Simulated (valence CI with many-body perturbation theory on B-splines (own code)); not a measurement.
**Tl LIX in three bases**

Computed by configuration interaction combined with many-body perturbation theory (CI+MBPT): five valence electrons over a frozen Dirac-Fock core [Ar], a basis of 7 s, 7 p, 8 d, 6 f, 4 g, 1 h functions for each j, with the one-electron correlation potential Σ1, the two-electron term Σ2, the three-electron term Σ3, Breit, model QED; selected CI, second order for the rest, scaled by the run's own slope (own B-spline code, finite nucleus).

No measured spectrum was set against this ion. As an estimate, large intervals hold to a few tenths of a per cent, small ones and those within an open d or f shell to about a per cent. Among the levels kept, up to 500 cm⁻¹ of a level comes from second order outside the variational space, and about a tenth of that is noise between levels of different J, which matters for small intervals. The list stops below the first excitations out of the core. Only levels of the ground parity were solved; by the run's estimate the other parity begins above the list, which can be wrong where configurations are misplaced.

The reference run has the lowest level (3d3/2^4 3d5/2) J=5/2 and an ionisation energy of 5969.95 eV. Its largest variational space holds 20000 state functions.

Levels are named by their leading jj configuration (3d3/2^4 stands for four electrons in 3d with j = 3/2), which in mixed levels can hold well under half, so a name can repeat and another be missing. Letters in brackets count levels of one name in rising energy.

Changed runs:
A. basis 6 s, 6 p, 5 d, 5 f, 1 g
B. basis 5 s, 5 p, 4 d, 4 f

Excitation energies of the reference run in cm⁻¹, and shifts in cm⁻¹:

| Level | Reference | A | B |
| --- | --- | --- | --- |
| (3d3/2^3 3d5/2^2) J=5/2 [a] | 767425 | -277 | -607 |
| (3d3/2^3 3d5/2^2) J=7/2 [a] | 868709 | -79 | +183 |
| (3d3/2^3 3d5/2^2) J=11/2 | 876931 | +0.8 | +225 |
| (3d3/2^3 3d5/2^2) J=3/2 [a] | 888786 | -120 | +84 |
| (3d3/2^3 3d5/2^2) J=9/2 | 931817 | +7.6 | +629 |
| (3d3/2^3 3d5/2^2) J=5/2 [b] | 969459 | +27 | +911 |
| (3d3/2^3 3d5/2^2) J=7/2 [b] | 1007520 | +79 | +1011 |
| (3d3/2^3 3d5/2^2) J=1/2 | 1011320 | -35 | +868 |
| (3d3/2^3 3d5/2^2) J=3/2 [b] | 1175910 | +172 | +1453 |
| (3d3/2^2 3d5/2^3) J=5/2 [a] | 1625430 | -346 | -656 |
| (3d3/2^2 3d5/2^3) J=11/2 | 1705650 | -150 | +0.9 |
| (3d3/2^2 3d5/2^3) J=7/2 [a] | 1705860 | -237 | +0.2 |
| Ionisation energy (eV) | 5969.95 | -0.11 | -0.21 |
